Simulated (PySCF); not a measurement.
Te(Me)(SiH3), SMILES [SiH3][Te]C (CH6SiTe) (B3LYP/def2-SVP optimised geometry):

```
9

Te    -0.904    -0.584     0.000
C     -1.087     1.601     0.000
H     -0.634     2.012    -0.911
H     -0.610     2.014     0.897
H     -2.162     1.820     0.015
Si     1.616    -0.584     0.000
H      2.162     0.101     1.209
H      2.162     0.096    -1.211
H      2.038    -2.014     0.003
```

Method: PySCF 2.14.0 with B3LYP/def2-TZVP, def2 effective core potentials past Kr.

### Question
What are the frontier orbital energies and the dipole moment?

### Answer
HOMO-2 -8.78 eV, HOMO-1 -7.86 eV, HOMO -5.93 eV, LUMO -1.07 eV, LUMO+1 -0.39 eV; dipole moment 1.08 D.

On the same geometry PBE/def2-TZVP, def2 effective core potentials past Kr in PySCF gives HOMO-2 -7.89 eV, HOMO-1 -7.05 eV, HOMO -5.13 eV, LUMO -1.66 eV, LUMO+1 -1.00 eV; dipole moment 1.10 D.
